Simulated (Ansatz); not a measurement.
C2H7ClSi2 can be A, `ClC1C[SiH2][SiH2]1`, or B, `C=C(Cl)[SiH2][SiH3]`.

Computed with Ansatz on PBE0-D4/def2-TZVP structures; ΔE is electronic, products minus reactants. CCSD(T)/CBS is the MP2 limit (def2-TZVPP, def2-QZVPP) plus CCSD(T) − MP2 in def2-TZVPP, frozen cores. Functionals use def2-TZVPP. B3LYP here is the variant with VWN-RPA as its local correlation; programs differ in this. One conformer a species, not always the lowest.

A:

```xyz
12

Cl    1.648    0.197   -1.729
C    -0.059    0.180   -1.162
C    -0.313   -1.096   -0.340
Si    0.382   -0.525    1.348
Si   -0.174    1.463    0.262
H    -0.676    0.280   -2.054
H     0.083   -2.002   -0.804
H    -1.397   -1.223   -0.228
H     1.824   -0.812    1.551
H    -0.377   -0.993    2.539
H     0.654    2.686    0.119
H    -1.596    1.845    0.499
```

B:

Z-matrix (Å, degrees):
```
Si
Si 1 2.341
C 1 1.873 2 110.0
H 1 1.489 2 110.9 3 -118.8
H 1 1.487 2 110.1 3 120.1
H 2 1.486 1 110.7 3 -64.3
H 2 1.488 1 109.5 3 175.7
H 2 1.487 1 109.7 3 56.4
Cl 3 1.743 1 114.2 2 61.0
C 3 1.326 1 125.8 2 -117.5
H 10 1.085 3 122.5 1 178.5
H 10 1.084 3 119.6 1 -1.6
```

Problem. Which is lower in electronic energy at CCSD(T)/CBS, and by how much? (An estimate is asked.)

Solution. Ansatz gave: A, by 23.0 kJ/mol.

Problem. Give E(B) − E(A) in kJ/mol with B2PLYP, r2SCAN-D4, B3LYP-D4, MP2/def2-TZVPP, CCSD(T)/def2-TZVPP, PBE-D4, ωB97M-V. (Estimate.)

Solution. The calculation gave: B2PLYP 12.1, r2SCAN-D4 22.3, B3LYP-D4 7.8, MP2/def2-TZVPP 31.5, CCSD(T)/def2-TZVPP 20.3, PBE-D4 25.6, ωB97M-V 28.9. None reverses the order clearly.

Largest T1 diagnostic: 0.012.

The D4 term adds +5.5 kJ/mol with B3LYP and +2.4 kJ/mol with PBE0; it sums over pairs of atoms, weighted by their polarisabilities, and B3LYP, whose exchange is more repulsive, gets the larger term. From PBE to PBE0 (25 % exact exchange), in def2-TZVPP and without D4, E(B) − E(A) moves by +9.4 kJ/mol.
